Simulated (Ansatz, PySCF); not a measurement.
Process, species as SMILES: [SiH2-]N[SiH2]O[SiH3] -> [SiH2-]O[SiH2]N[SiH3]
Each molecule is optimised on its own at B3LYP-D3(BJ)/def2-TZVP (Ansatz, a first-principles code), one conformer each, not searched for the lowest.

Wanted: isomerisation energy (enthalpy at 298 K, with B3LYP-D3(BJ) rigid-rotor harmonic-oscillator terms from PySCF), in kJ/mol. Valence correlation only, unless marked. No spin-orbit coupling. No relativistic terms. Anions need diffuse functions: aug- sets have them; def2-D sets add few; the other sets have none. CBS(X,Y): correlation extrapolated as X^-3; Hartree-Fock from the larger set. [CCSD(T)-MP2]/basis is that difference in the basis named.

| level | program | isomerisation energy (kJ/mol) | minus last row |
|---|---|---|---|
| BLYP-D4/def2-TZVPD | Ansatz + dftd4 | 5.4 | -1.9 |
| revPBE/def2-TZVPD | Ansatz | 3.7 | -3.6 |
| PBE0-D4/def2-TZVPD | Ansatz + dftd4 | 6.5 | -0.8 |
| PBE0/def2-TZVPD | Ansatz | 5.1 | -2.2 |
| wB97X-V/def2-TZVPD | Ansatz | 4.7 | -2.6 |
| B2PLYP/def2-TZVPD | Ansatz | 5.1 | -2.2 |
| MP2/6-31G | Ansatz | -2.5 | -9.8 |
| CCSD/STO-3G | Ansatz | -10.3 | -17.6 |
| CCSD/6-31G | Ansatz | -2.5 | -9.8 |
| RI-MP2/CBS(aug-cc-pV(T+d)Z,aug-cc-pV(Q+d)Z)+[CCSD(T)-MP2]/aug-cc-pV(T+d)Z | Ansatz | 7.3 | 0.0 |
